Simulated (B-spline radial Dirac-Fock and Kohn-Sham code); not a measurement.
In the model described below, a K (1s) vacancy in zinc as Zn²³⁺ in the configuration [He] 2s2 2p3, lives for 0.99 fs, which corresponds to a natural width of 0.665 eV. Out of 1000 such holes, about 589 decay by emitting a photon and the rest by ordinary Auger emission. The strongest X-ray line is Kα1 (K-L3) at 8808.4 eV, with 66 % of the radiative rate. The strongest electron group is K-L1L3 near 6371 eV, with 24 % of the non-radiative rate.

Method: independent-particle radiative and Coulomb Auger rates from relativistic LDA hole-state orbitals, with Dirac-Fock energies. Computed with an atomic code on a B-spline grid.
